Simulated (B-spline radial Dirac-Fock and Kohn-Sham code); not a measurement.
# Conversion-electron coefficients: Pd, 500 keV

Z = 46 (palladium), transition energy 500 keV. These are calculated numbers from an atomic code on a B-spline grid; the model is a Dirac-Hartree-Slater potential of the neutral atom with a Latter tail (no hole, which puts coefficients of high multipoles low close above an edge), finite nucleus with surface currents. Subshells that would emit electrons below 1 keV are left out.

```
subshell  electron energy (keV)        E2        E4        M1        M2        M4
       K                 475.65   0.00519    0.0385   0.00490    0.0159     0.128
      L1                 496.40  0.000561   0.00423  0.000552   0.00187    0.0167
      L2                 496.67  5.71e-05   0.00237  1.90e-05  0.000110   0.00213
      L3                 496.83  4.66e-05   0.00114  6.35e-06  3.88e-05   0.00214
      M1                 499.33  0.000105  0.000795  0.000104  0.000355   0.00322
      M2                 499.44  1.15e-05  0.000482  3.82e-06  2.23e-05  0.000434
      M3                 499.47  9.44e-06  0.000232  1.28e-06  7.89e-06  0.000444
      M4                 499.66  2.23e-08  1.56e-06  4.02e-09  3.24e-08  3.13e-06
      M5                 499.66  2.38e-08  9.57e-07  5.13e-09  1.40e-08  9.39e-07
   total                          0.00601    0.0480   0.00560    0.0183     0.154
```

**Question.** For a pure E4 transition, what fraction of decays emits a photon?

**Answer.** 1/(1 + α) = 0.954 with the total α = 0.0480; the total includes the outer subshells that are not listed.
